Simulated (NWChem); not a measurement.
## Atomisation of C3H3Cl2F

SMILES: F[C@@H]1CC1(Cl)Cl
```xyz
9

F     -1.9481    -0.5293    -1.0223
C     -1.3834    -0.0037     0.0894
C     -0.7812     1.3734     0.0012
C      0.1094     0.1629     0.1314
Cl     1.0441    -0.3548    -1.2728
Cl     0.9215    -0.1159     1.6837
H     -1.8849    -0.3239     1.0092
H     -0.8684     2.0465     0.8582
H     -0.7974     1.8475    -0.9842
```
Charge 0, spin multiplicity 1.

All runs are NWChem calculations. Structure: optimised with B3LYP/def2-SVP, a minimum by its harmonic frequencies.

Basis set: def2-SVP. The atomisation energy is electronic alone: no zero-point, thermal, spin-orbit or counterpoise terms. No value is extrapolated to the basis-set limit. Free atoms are single determinants with multiplicities F 2, C 3, Cl 2, H 2. Correlated methods freeze the same cores in atoms and molecule, 14 orbitals in all.

B3LYP has NWChem's definition, with VWN1-RPA local correlation. The structure started from a generated list of species. No SCF solution was tested for a lower state. Open-shell Hartree-Fock references start from PBE0 orbitals.

Task: Order these methods by the atomisation energy they give, lowest first: HF, B3LYP, BLYP, PBE0.

Result: HF (571.7 kcal/mol), B3LYP (807.2 kcal/mol), BLYP (808.9 kcal/mol), PBE0 (830.9 kcal/mol)
